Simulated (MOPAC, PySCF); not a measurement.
C₄H₇ClSi, SMILES `[SiH3]/C(=C\Cl)C=C` (C–C–C–Si torsion 0°), neutral singlet in the gas phase. 

Cartesian coordinates (Å):
SMILES: Cl/C=C(\[SiH3])C=C
```xyz
13

C     -2.0024    -0.3628    -0.6394
C     -1.2071     0.5342    -0.0708
C      0.2238     0.3919     0.2176
Si     1.2274    -1.1515    -0.1753
C      0.8190     1.4346     0.7910
Cl     2.4919     1.4843     1.2147
H     -1.6510    -1.3331    -0.9589
H     -3.0481    -0.1428    -0.8027
H     -1.6401     1.4874     0.2216
H      0.3677    -2.1780    -0.7952
H      1.8012    -1.7023     1.0681
H      2.3142    -0.8133    -1.1152
H      0.3036     2.3517     1.0445
```
Charge 0, spin multiplicity 1.

All levels are single points at this geometry (CAM-B3LYP-D3(BJ)/def2-TZVP); Pople sets use spherical d functions. Orbital energies aren't observables, and empty levels follow the basis.

HF/3-21G in PySCF gives dipole (D) = 2.13.

**Question.** Estimate the dipole (D) from each of these levels: CAM-B3LYP-D3(BJ)/def2-TZVP in PySCF; PBE-D3(BJ)/def2-TZVP in PySCF; TPSSh-D3(BJ)/def2-TZVP in PySCF; B3LYP/3-21G in PySCF; B3LYP/6-31G* in PySCF; BP86/6-31G* in PySCF; M06-2X/6-31G* in PySCF; SVWN5/6-31G* in PySCF; HF/6-31G* in PySCF; HF/STO-3G in PySCF; PM6 in MOPAC; PM7 in MOPAC.

**Answer.** 
```csv
level,dipole (D)
CAM-B3LYP-D3(BJ)/def2-TZVP in PySCF,1.34
PBE-D3(BJ)/def2-TZVP in PySCF,1.20
TPSSh-D3(BJ)/def2-TZVP in PySCF,1.32
B3LYP/3-21G in PySCF,1.66
B3LYP/6-31G* in PySCF,1.42
BP86/6-31G* in PySCF,1.34
M06-2X/6-31G* in PySCF,1.47
SVWN5/6-31G* in PySCF,1.32
HF/6-31G* in PySCF,1.73
HF/STO-3G in PySCF,2.14
PM6 in MOPAC,1.27
PM7 in MOPAC,1.86
```
